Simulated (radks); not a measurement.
Spherical quantum dot in the effective-mass picture: electrons in a hard-walled sphere of radius 2.69, with a point charge +1 (a donor) at the centre, all in effective atomic units (hartree* = m*/eps^2 hartree, bohr* = eps/m* bohr), one dielectric constant everywhere. Method: non-relativistic Kohn-Sham, exchange-only LDA, spin-polarised, spherical densities; computed with a radial shooting solver with Libxc functionals. Levels are named by radial order and angular momentum (1s, 1p, 1d, 2s, ...), and open shells are averaged over m.

N = 8, configuration 1s2 1p6. This is the lowest configuration that the search found. Occupied and some empty levels:

| level | occupation | eigenvalue (hartree*) | <r> (bohr*) |
|---|---|---|---|
| 1s | 2 | 3.9760 | 1.382 |
| 1p | 6 | 4.6418 | 1.675 |
| 1d | 0 | 5.4506 | 1.804 |
| 2s | 0 | 5.6894 | 1.255 |
| 1f | 0 | 6.4534 | 1.891 |

Energy (hartree*): total 18.9652, kinetic 9.9899, external -5.7389, Hartree 17.900, exchange-correlation -3.1856. Static polarisability (adiabatic kernel): 5.485 bohr*^3.

Electron density:

| r (bohr*) | n(r) (e/bohr*^3) |
|---|---|
| 0.134 | 0.3071 |
| 0.336 | 0.2374 |
| 0.537 | 0.2107 |
| 0.739 | 0.2075 |
| 0.940 | 0.2147 |
| 1.14 | 0.2224 |
| 1.34 | 0.2223 |
| 1.54 | 0.2077 |
| 1.75 | 0.1755 |
| 1.95 | 0.1286 |
| 2.15 | 0.07582 |
| 2.35 | 0.03094 |
| 2.55 | 0.004834 |
